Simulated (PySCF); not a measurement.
Molecule: `C(C#CC#C)(F)=C(F)F`, C$_{6}$HF$_{3}$.

Cartesian coordinates in Å; atom numbers follow the order of the lines, from 1:
```xyz
10

C    -3.601    0.317    0.089
C    -2.418    0.100    0.008
C    -1.091   -0.146   -0.081
C     0.106   -0.326   -0.158
C     1.476   -0.608   -0.251
F     1.837   -1.901   -0.373
C     2.430    0.330   -0.225
F     2.170    1.625   -0.108
F     3.730    0.108   -0.310
H    -4.630    0.508    0.160
```

Frames of a GFN2-xTB Langevin trajectory at 400 K; GIAO PBE0/pcSseg-1 shieldings in PySCF, gas phase, non-relativistic; equivalent atoms averaged within each frame.

Shifts are taken against calculated references (same method and geometry level): $^{13}$C (186.93 ppm) and $^{1}$H (31.72 ppm) against TMS; $^{19}$F (170.95 ppm) vs CFCl3. The references are static minima.

Task: How do the shifts (ppm) fluctuate along the trajectory?

Result: 
| time (fs) | C7 | C5 | C3 | C1 | C2 | C4 | F9 | F8 | F6 | H10 |
| --- | --- | --- | --- | --- | --- | --- | --- | --- | --- | --- |
| 250 | 177.6 | 134.3 | 110.2 | 96.3 | 74.0 | 62.0 | -69.1 | -108.4 | -152.6 | 3.88 |
| 425 | 182.7 | 131.8 | 106.8 | 92.5 | 74.1 | 61.8 | -53.2 | -90.9 | -163.5 | 4.02 |
| 625 | 180.6 | 126.7 | 105.9 | 91.0 | 74.7 | 64.9 | -62.4 | -98.9 | -192.7 | 3.12 |
| 800 | 181.7 | 130.2 | 94.7 | 89.1 | 73.6 | 66.6 | -72.7 | -93.7 | -184.6 | 3.47 |
| 1000 | 177.5 | 122.1 | 105.6 | 115.6 | 80.1 | 68.9 | -77.4 | -99.4 | -197.3 | 3.97 |
| mean of frames | 180.0 | 129.0 | 104.7 | 96.9 | 75.3 | 64.8 | -67.0 | -98.2 | -178.2 | 3.69 |
| standard deviation | 2.4 | 4.7 | 5.9 | 10.8 | 2.7 | 3.0 | 9.4 | 6.7 | 19.3 | 0.39 |

5 frames give an uncertainty of the mean of about the standard deviation over 2.2 at best, since frames this close in time may not be independent; classical motion lacks zero-point vibration, and the reference would need the same averaging.
